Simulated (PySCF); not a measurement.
Species: W(CMe)Cl3, C2H3Cl3W (singlet state).
Bonds: W1–C2, W1–Cl7, W1–Cl8, W1–Cl9, C2–C3. Hydrogens: H4, H5, H6 on C3.

Computed, not measured: PBE0-D3(BJ)/def2-SVP geometry optimisation, gas phase, def2 core potentials past Kr (PySCF 2.14.0).

List the bond lengths and angles at this level.

```
                  bond  length (Å)
                 W1–C2       1.739
W1–Cl7, W1–Cl8, W1–Cl9       2.275
                 C2–C3       1.462
   C3–H4, C3–H5, C3–H6       1.102
```

Bonds in one row agree within 0.01 Å and their mean is given. A selection of angles:
```
     angle  degrees
 C2–W1–Cl7    103.2
Cl7–W1–Cl8    115.2
Cl8–W1–Cl9    114.5
  W1–C2–C3    179.7
  C2–C3–H4    110.6
  H4–C3–H5    108.4
```

All 3 Cl–W bonds measure 2.275 to 2.276 Å. W1 (tungsten bonded to C and 3 Cl) is distorted tetrahedral (angles from 103.1° to 115.3°).

Point group: near C3v, missed by 0.08 Å at most; the miss may be what the optimiser left on a soft mode (C3 holds within 0.08 Å). No PBE0-D3(BJ)/def2-SVP frequencies stand behind this structure, so it isn't proved a minimum.

Time: 2.1 min; peak memory 0.53 GiB. Hardware: Arm Neoverse V1, one thread, shared host. That covers the optimisation of the geometry.
